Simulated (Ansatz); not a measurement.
TaSi₃⁻. The state is a singlet with charge -1. Geometry PBE-D4/def2-SVPD.

```csv
atom,x (Å),y (Å),z (Å)
Ta1,0.6620,2.0957,2.5514
Si2,0.2126,0.6702,0.8285
Si3,-0.2305,-0.7353,-0.8685
Si4,-0.6441,-2.0306,-2.5114
```

In the def2 sets Ta takes a core potential; there is no spin–orbit coupling. The restricted singlet is unstable towards broken spin symmetry in Hartree–Fock (as tested in another run); at PBE-D4/def2-TZVPD, revPBE-D4/def2-TZVPD, r2SCAN-D4/def2-TZVPD, PBE0-D4/def2-TZVPD and others this wasn't settled. Another isomer (triplet) lies 3.52 eV lower at PBE0-D4/def2-TZVPD; other spin states weren't run for this one.

Estimate the orbital energies around the gap (eV) in Ansatz with PBE-D4/def2-TZVPD, revPBE-D4/def2-TZVPD, r2SCAN-D4/def2-TZVPD, PBE0-D4/def2-TZVPD, CAM-B3LYP-D4/def2-TZVPD.


```
orbital  PBE-D4/def2-TZVPD  revPBE-D4/def2-TZVPD  r2SCAN-D4/def2-TZVPD  PBE0-D4/def2-TZVPD  CAM-B3LYP-D4/def2-TZVPD
 HOMO−9             -33.61                -33.61                -35.05              -36.51                   -38.06
 HOMO−8              -8.63                 -8.58                 -9.23              -10.38                   -12.02
 HOMO−7              -6.99                 -6.94                 -7.48               -8.51                    -9.99
 HOMO−6              -4.26                 -4.21                 -4.60               -5.40                    -6.62
 HOMO−5              -2.02                 -1.97                 -2.22               -2.84                    -3.86
 HOMO−4              -1.43                 -1.39                 -1.70               -2.35                    -3.43
 HOMO−3              -1.43                 -1.39                 -1.70               -2.35                    -3.43
 HOMO−2              -1.11                 -1.05                 -1.18               -1.89                    -2.92
 HOMO−1              -0.50                 -0.46                 -0.71               -1.14                    -1.94
   HOMO              -0.50                 -0.46                 -0.71               -1.14                    -1.94
   LUMO              -0.38                 -0.32                 -0.26                0.81                     1.96
 LUMO+1              -0.38                 -0.32                 -0.26                0.81                     1.96
 LUMO+2               0.60                  0.68                  0.67                1.17                     2.01
 LUMO+3               0.72                  0.76                  0.67                1.17                     2.23
 LUMO+4               0.72                  0.76                  0.74                1.18                     2.23
 LUMO+5               1.77                  1.81                  1.87                2.30                     3.12
```
